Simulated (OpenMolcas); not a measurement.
**A ladder of methods for C3H11AlO (SMILES C[Al-](C)(C)[OH2+])**

The species is C3H11AlO (16 atoms), meant as a singlet with charge 0. As SMILES, `C[Al-](C)(C)[OH2+]`. The coordinates come from a PBE0-D4/def2-TZVP relaxation. This is one conformer, not always the lowest.

Each level gives the HOMO–LUMO gap (eV). The values are calculated.

| level | kind | program | value (eV) | CPU time |
| --- | --- | --- | --- | --- |
| HF/6-31G* (spherical functions) | Hartree–Fock | OpenMolcas | 13.51 | 20 s |
| SVWN5/6-31G* (spherical functions) | LDA | OpenMolcas | 4.65 | 96 s |
| BLYP/6-31G* (spherical functions) | GGA | OpenMolcas | 4.52 | 1.9 min |
| r2SCAN/6-31G* (spherical functions) | meta-GGA | OpenMolcas | 5.68 | 2.1 min |
| BHLYP/6-31G* (spherical functions) | global hybrid | OpenMolcas | 9.04 | 1.9 min |
| B2PLYP/6-31G* (spherical functions) | double hybrid | OpenMolcas | 9.31 | 54 s |

The values span 4.52 to 13.51 eV. Orbital gaps aren't excitation energies, and those of double hybrids come from the SCF part alone; they tend to grow with the share of exact exchange. CPU times are rough (shared hosts, several kinds of processor and program).
